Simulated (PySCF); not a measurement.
**Question.** What does the GFN2-xTB structure of `O=C(Cl)C1=CC=CO1` look like in three dimensions?

**Answer.** 
Z-matrix in Å and degrees, rows numbered from 1:
```
O 
C   1  1.1917
Cl  2  1.7696  1  120.67
C   2  1.4424  1  127.19  3  -179.97
C   4  1.3822  2  128.64  1    -0.06
C   5  1.4040  4  106.03  2  -179.99
C   6  1.3695  5  105.74  4    -0.03
O   7  1.3281  6  111.24  5     0.02
H   5  1.0702  4  125.85  2     0.03
H   6  1.0703  5  127.26  4   179.96
H   7  1.0729  6  131.35  5  -179.93
```

The 5-membered ring C4–C5–C6–C7–O8 has internal angles of 105.7° to 111.2° (sum 540°, against 540° for a flat polygon); it is planar, 0.00 Å rms from its mean plane, widest ring torsion 0°. The 8 heavy atoms lie in one plane (0.000 Å rms). The 3 C–O bonds span 1.192 Å (O1=C2, drawn double) to 1.350 Å (C4–O8, aromatic), a spread of 0.158 Å. O8 (furan-type oxygen) is bent (angle 107.3°).

The geometry is computed with GFN2-xTB (gas phase).

Point group: Cs (tolerance 0.08 Å). No GFN2-xTB frequencies stand behind this structure, so it isn't proved a minimum. The numbers are those of one conformer (O1–C2–C4–C5 0°).
